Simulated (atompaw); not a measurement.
## Ba: one change to a PAW (atompaw) potential, before and after

* Element: barium
* Generator: atompaw 4.2.0.5
* Type: PAW
* Functional: PBEsol
* Relativity: scalar-relativistic
* Frozen core: [Xe]
* Valence charge: 2
* Reference configuration: 5d0 6s2 6p0
* Partial waves: 6s (bound): rc 3.00 bohr; 6s channel at 3.35 Ry: rc 3.00 bohr; 6p (bound, empty): rc 3.00 bohr; 6p channel at 0.5 Ry: rc 3.00 bohr; 5d (bound, empty): rc 3.00 bohr; 5d channel at 0.2 Ry: rc 3.00 bohr
* Local potential: troulliermartins scheme with l = 3 at 0 Ry, radius 2.55 bohr
* Core correction: smooth core density matched at 1.80 bohr
* Augmentation charge: sinc compensation charge, radius 2.70 bohr; PAW radius 3.00 bohr; waves and projectors: custom polynom2 7 10 vanderbiltortho

Change: wave 6s channel at 3.35 Ry: rc 3.00 bohr becomes 6s channel at 3.35 Ry: rc 2.00 bohr.

Cutoffs: the cutoffs (Ry, on a coarse ladder) from which the occupation-weighted sum of valence levels, in a spherical-Bessel basis at the reference potential, stays within 10 and 1 mRy of its value at 400 Ry; they do not see the model core or the augmentation charge, which bear on the density cutoff.

Task: What does the change do?

Result: The potential gets harder (6 Ry and 12 Ry → 6 Ry and 25 Ry); both files keep a bound ghost (p, s); the range in which the s phases agree narrows (upper end 5.0 → 0.4).

| quantity | base | changed |
| --- | --- | --- |
| cutoff, loose | 6 Ry | 6 Ry |
| cutoff, tight | 12 Ry | 25 Ry |
| bound ghosts | s, p | s, p |
| s: phases at 3.01 bohr within 0.05 rad from the reference energy up to (Ry; the scan ends near 5) | 5.0 | 0.4 |
| p: phases at 3.01 bohr within 0.05 rad from the reference energy up to (Ry; the scan ends near 5) | to the end of the scan | to the end of the scan |
| d: phases at 3.01 bohr within 0.05 rad from the reference energy up to (Ry; the scan ends near 5) | 2.0 | 2.0 |
| lowest overlap eigenvalue by channel | s 0.19, p 0.74, d 0.91 | s 0.04, p 0.74, d 0.91 |

Base: The cutoffs count occupied waves only; the empty 5d level needs 10 Ry at the loose tolerance. Changed file: The cutoffs count occupied waves only; the empty 5d level needs 10 Ry at the loose tolerance. A true bound ghost makes a file unfit for plane-wave use even where its test errors are small: the radial tests pick states by their node count and pass the ghost by. The cutoffs see the waves, projectors and local potential, not the compensation charge or the core.
